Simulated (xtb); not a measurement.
Zn(SeH)(GeH3) (GeH4SeZn), SMILES [SeH][Zn][GeH3]. All values are semi-empirical tight-binding results from xtb (GFN2-xTB unless named), good for trends rather than for accurate numbers. Geometry optimised at GFN2-xTB. The structure was generated by enumeration; whether it is a known compound was not checked. One conformer was computed; it need not be the lowest.

For metal compounds this method's bond lengths and energies can be far off.

```json
{
 "orbital_gap": "3.95 eV",
 "zero_point_energy": "17.7 kcal/mol",
 "G − E(el) at 298.15 K (modified RRHO)": "-4.2 kcal/mol"
}
```
